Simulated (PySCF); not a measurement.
Si(F)(H)(SiH3)2 (FH7Si3), SMILES F[SiH]([SiH3])[SiH3]. Geometry: PBE0-D3(BJ)/def2-SVP. The structure was generated by enumeration, and PubChem lists no compound with its InChIKey, so it may never have been made.

Computed equilibrium geometry at PBE0-D3(BJ)/def2-SVP (PySCF confirms it by a frequency run) as Cartesian coordinates in Å, and its point group:
point group Cs.
```xyz
11

Si    -0.4300     0.5157     0.0000
F      0.4211     1.9163     0.0000
Si     0.1017    -0.6960    -1.9376
Si     0.1017    -0.6960     1.9376
H     -1.8845     0.8666     0.0000
H     -0.2080     0.0877    -3.1716
H     -0.7102    -1.9532    -1.9357
H      1.5520    -1.0571    -1.9318
H     -0.2080     0.0877     3.1716
H     -0.7102    -1.9532     1.9357
H      1.5520    -1.0571     1.9318
```
